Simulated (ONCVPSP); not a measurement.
## Yb, ONCV: configuration errors across variants

Yb (Z = 70), optimised norm-conserving Vanderbilt (ONCV), made with ONCVPSP 4.0.1 (PBE, scalar-relativistic). Core [Kr] 4d10 4f13, reference 5s2 5p6 5d1 6s2. Waves: 5s+6s: rc 2.15 bohr, ncon 4, nbas 8, qcut 6.2 1/bohr, 2 projectors; 5p: rc 1.70 bohr, ncon 5, nbas 9, qcut 7.5 1/bohr, 3 projectors, debl 0.4 Ha; 5d: rc 2.15 bohr, ncon 4, nbas 7, qcut 5.3 1/bohr, 2 projectors, debl 1.2 Ha. Local part: polynomial inside 1.60 bohr (lpopt 5, dvloc0 6 Ha). Core correction: Teter function, fcfact 3, rcfact 1.6.

In the p channel the program set the typed energies aside and used -1.140, 0.250, 0.650 Ha.

All-electron excitation energies from the reference (eV): (1) 5s2 5p6 5d1 6s1 7.256; (2) 5s2 5p6 5d1 6s0 20.362; (3) 5s2 5p6 5d1 6s1 6p1 3.335.

3 further variants failed, have other tests or another functional or relativity, and are left out.

Errors AE − PS in meV (a dash: test not solved or not reliable):

```tsv
change	(1)	(2)	(3)	bound ghosts	GHOST(+) flags above zero
base	-1.5	-3.2	-2.2	none	none
core correction Teter function, fcfact 2, rcfact 1.6	-0.5	+5.2	-1.2	none	none
all radii but the core radius scaled by about 1.26 (s 2.70, p 2.14, d 2.70 bohr); local potential polynomial inside 2.02 bohr (lpopt 5, dvloc0 6 Ha)	-2.2	-7.9	-2.6	none	none
local potential polynomial inside 1.55 bohr (lpopt 2, dvloc0 4 Ha)	-1.5	-3.2	-2.2	none	none
```

Q: Give the same row for: s: nbas 7.

A: -1.5, -3.1, -2.2; bound ghosts: none; GHOST(+) flags above zero: none.
